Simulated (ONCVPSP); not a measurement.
## carbon, ONCV: configuration errors across variants

- Element: carbon
- Generator: ONCVPSP 4.0.1
- Type: optimised norm-conserving Vanderbilt (ONCV)
- Functional: PBE
- Relativity: scalar-relativistic
- Frozen core: [He]
- Valence charge: 4
- Reference configuration: 2s2 (charge +2)
- Partial waves: 2s: rc 1.25 bohr, ncon 4, nbas 7, qcut 5.1 1/bohr, 2 projectors, debl 1.7 Ha; p scattering state at 0.02 Ha: rc 1.05 bohr, ncon 3, nbas 8, qcut 8.2 1/bohr, 3 projectors, debl 2.7 Ha; d scattering state at 0.1 Ha: rc 1.00 bohr, ncon 4, nbas 9, qcut 11.3 1/bohr, 2 projectors, debl 2 Ha
- Local potential: polynomial inside 0.75 bohr (lpopt 5, dvloc0 2 Ha)
- Core correction: Teter function fitted to the true core (icmod 2), fcfact 0.55

In the p channel the program set the typed energies aside and used 0.050, 2.750, 5.450 Ha.

All-electron excitation energies from the reference (eV): (1) 2s2 2p2 -35.017; (2) 2s2 2p1 -24.156; (3) 2s1 48.194.

1 further variants failed, have other tests or another functional or relativity, and are left out.

Errors AE − PS in meV (a dash: test not solved or not reliable):

| change | (1) | (2) | (3) | bound ghosts | GHOST(+) flags above zero |
| --- | --- | --- | --- | --- | --- |
| base | +127 | +62 | +20 | none | none |
| d: debl 0.7 | +127 | +62 | +20 | none | none |
| s: nbas 8 | +134 | +65 | +12 | none | none |
| local potential polynomial inside 0.75 bohr (lpopt 5, dvloc0 -1.5 Ha) | +127 | +62 | +20 | none | none |
| s: rc 0.94 | +104 | +52 | +48 | none | s |
| d: qcut 9.7 | +127 | +62 | +20 | none | none |

**Question.** Give the same row for: p: rc 0.94.

**Answer.** +111, +55, +20; bound ghosts: none; GHOST(+) flags above zero: p.
